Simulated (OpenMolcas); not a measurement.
## Ionisation energies of fluorine

| Item | Value |
| --- | --- |
| Program | OpenMolcas |
| Basis | ANO-RCC [8s7p4d3f2g] |
| Scalar Hamiltonian | DKH2, point nucleus |
| Spin-orbit coupling | state interaction with AMFI integrals over the reference wave functions, term energies averaged over their components |

Active shells in each charge state: the valence s, p shells, with orbitals averaged over the low states. Where CASPT2's correlated closed shells are named, they are those of the first ion.

A. CASSCF
B. SS-CASPT2, IPEA 0.25 Eh, imaginary shift 0.1 Eh (closed shells correlated: 1s)
C. SS-CASPT2, IPEA 0.25 Eh, imaginary shift 0.1 Eh (closed shells correlated: none)
D. SS-CASPT2, IPEA 0 Eh, imaginary shift 0.1 Eh (closed shells correlated: 1s)

Energies in eV between the lowest computed levels, named as in B; reference values from the NIST Atomic Spectra Database with their kind.

| From | To | A | B | C | D | Spin-orbit share in B | Reference |
| --- | --- | --- | --- | --- | --- | --- | --- |
| F3+ 2s² 2p² ³P₀ | F4+ 2s² 2p ²P°_1/2 | 85.912 | 87.040 | 86.963 | 87.082 | -0.007 | 87.175 (semi-empirical) |
| F4+ 2s² 2p ²P°_1/2 | F5+ 2s² ¹S₀ | 112.905 | 114.068 | 113.970 | 114.106 | +0.059 | 114.249 (semi-empirical) |
| F5+ 2s² ¹S₀ | F6+ 2s ²S_1/2 | 157.026 | 157.121 | 157.110 | 157.122 | +0.000 | 157.163 (measured) |
| F6+ 2s ²S_1/2 | F7+ 1s² ¹S₀ | 185.058 | 185.160 | 185.058 | 185.160 | +0.000 | 185.187 (measured) |

Steps that some method lacks are left out, and so are those with a state whose active s or d shell is doubly occupied in every root (s and p with five to eight electrons, d10) over a frozen core shell of the same l, since the two then mix freely.

Error against the reference values, in %:

| From | Reference | A | B | C | D |
| --- | --- | --- | --- | --- | --- |
| F3+ | semi-empirical | -1.4 | -0.2 | -0.2 | -0.1 |
| F4+ | semi-empirical | -1.2 | -0.2 | -0.2 | -0.1 |
| F5+ | measured | -0.1 | 0 | 0 | 0 |
| F6+ | measured | -0.1 | 0 | -0.1 | 0 |

Mean absolute error over the 2 measured values: A 0.13 eV, B 0.03 eV, C 0.09 eV, D 0.03 eV.

° marks odd parity.
